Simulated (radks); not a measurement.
Species: Ti14+. Configuration: [He] 2s2 2p4. Calculated with a radial shooting solver on a logarithmic mesh with Libxc functionals: non-relativistic Kohn-Sham, LDA (Slater exchange, Perdew-Wang correlation), spin-polarised, spherical densities, point nucleus; open shells are filled with parallel spins first.

Normalised radial functions P(r) = r R(r), r in bohr:

r,2s up,2s down
0.00229,0.1365,0.1354
0.003205,0.1871,0.1857
0.004449,0.2526,0.2507
0.006225,0.3396,0.3370
0.008642,0.4461,0.4428
0.01209,0.5762,0.5719
0.01692,0.7189,0.7136
0.02349,0.8488,0.8425
0.03287,0.9293,0.9222
0.046,0.8870,0.8800
0.06386,0.6438,0.6383
0.08936,0.1228,0.1206
0.124,-0.6216,-0.6185
0.1736,-1.4172,-1.4090
0.2429,-1.8747,-1.8670
0.3372,-1.7158,-1.7160
0.4718,-1.0560,-1.0645
0.6603,-0.3942,-0.4024
0.9166,-0.0793,-0.0823
1.283,-0.0062,-0.0066
1.78,-0.0002,-0.0002
2.491,0.0000,0.0000

2s up: eigenvalue -986.85 eV, 1 radial node at r = 0.0949 bohr, <r> = 0.312 bohr, 90 % of the charge inside 0.479 bohr. 2s down: eigenvalue -974.34 eV, 1 radial node at r = 0.0949 bohr, <r> = 0.313 bohr, 90 % of the charge inside 0.482 bohr.
